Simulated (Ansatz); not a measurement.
H8N2Si2Sn (`[NH2][Sn][N]([SiH3])[SiH3]`). Charge 0, multiplicity 1. Sn takes the def2 core potential.

```csv
atom,x (Å),y (Å),z (Å)
N1,-0.186,2.039,-1.747
Sn2,0.143,0.082,-2.098
N3,0.093,-0.493,-0.098
Si4,0.440,-2.145,0.262
Si5,-0.321,0.574,1.193
H6,-0.228,2.513,-0.857
H7,-0.260,2.698,-2.507
H8,-0.693,-2.827,0.949
H9,1.642,-2.298,1.129
H10,0.701,-2.849,-1.027
H11,-1.734,1.037,1.108
H12,0.537,1.794,1.197
H13,-0.134,-0.124,2.496
```

(1) List the harmonic frequencies (cm⁻¹, unscaled) at PBE0-D4/def2-TZVP in Ansatz. (Estimate.)

(2) Is this a minimum?

(3) Give the ideal-gas thermochemistry at 298.15 K and 1 bar (rigid rotor, harmonic oscillator; point group C1, symmetry number 1).

(4) And at 400, 500, 600, 800 and 1000 K?

## Answers

(1) The calculation gave: 40, 86, 122, 139, 153, 170, 195, 334, 356, 385, 600, 639, 656, 679, 692, 724, 881, 938, 942, 947, 959, 969, 993, 1015, 1555, 2190, 2193, 2198, 2200, 2205, 2211, 3571, 3683.

(2) Yes, all 33 modes are real.

(3) Zero-point energy 213.0 kJ/mol; H(298) − E = 241.3 kJ/mol; entropy 417.8 J/(mol·K), of which translation 175.6, rotation 122.7, vibration 119.5; G(298) − E = 116.7 kJ/mol. Modes under 100 cm⁻¹ are hindered rotations or soft bends, so the harmonic entropy is rough.

(4) 
```json
{"T (K)": "400", "H − E (kJ/mol)": "257.6", "S (J/mol/K)": "464.7", "G − E (kJ/mol)": "71.7"}
{"T (K)": "500", "H − E (kJ/mol)": "275.9", "S (J/mol/K)": "505.5", "G − E (kJ/mol)": "23.2"}
{"T (K)": "600", "H − E (kJ/mol)": "296.0", "S (J/mol/K)": "542.1", "G − E (kJ/mol)": "-29.3"}
{"T (K)": "800", "H − E (kJ/mol)": "340.4", "S (J/mol/K)": "605.8", "G − E (kJ/mol)": "-144.2"}
{"T (K)": "1000", "H − E (kJ/mol)": "388.8", "S (J/mol/K)": "659.7", "G − E (kJ/mol)": "-270.9"}
```
